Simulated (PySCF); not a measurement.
## Nuclear quadrupole coupling in `NP(C(F)(F)F)C(F)(F)F`

Species: C2H2F6NP.
SMILES with atom numbers: `[NH2:1][P:2]([C:3]([F:4])([F:5])[F:6])[C:7]([F:8])([F:9])[F:10]` (hydrogens: H11, H12 on N1)

Structure used (PBE0-D3(BJ)/def2-TZVP), in Å, numbered top down from 1:
```
atom  x, y, z in Å
N1    -0.8692    1.4542    0.1996
P2    -0.2713    0.3378   -0.8728
C3    -0.9464   -1.2386   -0.0713
F4    -0.8491   -1.2663    1.2637
F5    -2.2485   -1.3303   -0.3697
F6    -0.3393   -2.3276   -0.5470
C7     1.5149    0.1609   -0.2634
F8     1.6449    0.0566    1.0656
F9     2.1224   -0.8903   -0.8166
F10    2.1834    1.2625   -0.6331
H11   -0.6965    1.4235    1.1916
H12   -1.2061    2.3306   -0.1545
```

Field gradients from the PBE0/pcSseg-2 density (PySCF, non-relativistic), principal values in atomic units, ordered |Vxx| ≤ |Vyy| ≤ |Vzz|:

```csv
atom,Vxx,Vyy,Vzz
N1,0.4834,0.5378,-1.0212
```

Problem. Find the asymmetry η = (Vxx − Vyy)/Vzz and the couplings χ = eQV/h (234.96 MHz × Q in barn × V in au), with Q(14N) = 0.02044 b.

Solution. 
| atom | environment | nucleus | η | χzz (MHz) | χxx (MHz) | χyy (MHz) |
| --- | --- | --- | --- | --- | --- | --- |
| N1 | nitrogen bonded to P and 2 H | 14N | 0.05 | -4.904 | 2.322 | 2.583 |

The tensor is traceless: Vxx + Vyy + Vzz = 0.

Problem. What is Vzz at N1 in SI units (1 au = 9.71736 × 10²¹ V/m²)?

Solution. -1.0212 au = -9.923 × 10²¹ V/m².

Problem. And the gradient at the other heavy atoms, for which no coupling is worked out here?

Solution. 
```tsv
atom	environment	Vzz (au)	η
P2	three-coordinate phosphorus	-1.641	0.07
C3	CF3 carbon	-0.441	0.01
F4	fluorine of a CF3 group	2.814	0.02
F5	fluorine of a CF3 group	2.823	0.02
F6	fluorine of a CF3 group	2.824	0.02
C7	CF3 carbon	-0.452	0.02
F8	fluorine of a CF3 group	2.806	0.03
F9	fluorine of a CF3 group	2.825	0.02
F10	fluorine of a CF3 group	2.809	0.02
```

Were the hydrogens deuterons (Q(2H) = 0.00286 b), χzz would run from 263 kHz (H11) to 272 kHz (H12).

Geometry: PBE0-D3(BJ)/def2-TZVP, one conformer, isolated molecule.

These values come from a run that also computed NMR shieldings. On 2 threads of an AMD EPYC 9R45, on a shared host, this took 33 s wall, 81 s CPU and 2.7 GiB of memory at its peak.
